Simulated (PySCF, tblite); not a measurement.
Species: C3H10AlNOS.
Numbering: `[CH3:1][S@@+:2]([AlH3-:3])[CH2:4][C:5]([NH2:6])=[O:7]` (hydrogens: H8, H9, H10 on C1; H11, H12, H13 on Al3; H14, H15 on C4; H16, H17 on N6)

Cartesian coordinates in Å at the GFN2-xTB level; atoms count from 1:
```
atom  x, y, z in Å
C1    -1.7843    0.2504   -1.4432
S2    -1.0118    0.7099    0.1301
Al3   -0.8577   -1.6790    0.7243
C4     0.6837    1.0263   -0.4800
C5     1.6476    1.1768    0.6951
N6     1.9093    0.0183    1.3263
O7     2.1358    2.2375    1.0002
H8    -1.4308   -0.7357   -1.7561
H9    -1.5466    1.0040   -2.1874
H10   -2.8565    0.2197   -1.2747
H11    0.2463   -1.9915   -0.3768
H12   -2.3478   -1.9924    0.3702
H13   -0.4094   -1.5556    2.2173
H14    0.9815    0.1873   -1.1108
H15    0.6618    1.9553   -1.0483
H16    2.4954    0.0356    2.1450
H17    1.4765   -0.8548    1.0589
```

Jobs on this species (17 atoms, 72 electrons) with PySCF (density fitting) and tblite. Hardware of each: one thread of an Intel Xeon at 2.70 GHz, on a shared host. The host was shared with other jobs, so the times are rough.

```json
{"level and settings": "PBE0/pcSseg-1", "work": "shieldings, charges and field gradients, density and orbital grids written", "basis functions": "183", "SCF cycles": "?", "wall time": "?"}
{"level and settings": "GFN2-xTB", "work": "L-BFGS relaxation", "basis functions": "–", "SCF cycles": "–", "wall time": "0.93 s"}
{"level and settings": "GFN2-xTB", "work": "Hessian by finite differences", "basis functions": "–", "SCF cycles": "–", "wall time": "0.89 s"}
```

Task: Fill in the missing figures.

Result: 
- PBE0/pcSseg-1; shieldings, charges and field gradients, density and orbital grids written: 60 s, 14 SCF cycles

Task: What do all jobs in the table cost together?

Result: About 62 s; the longest takes about 97 % of that, and about 67 times as long as the shortest.
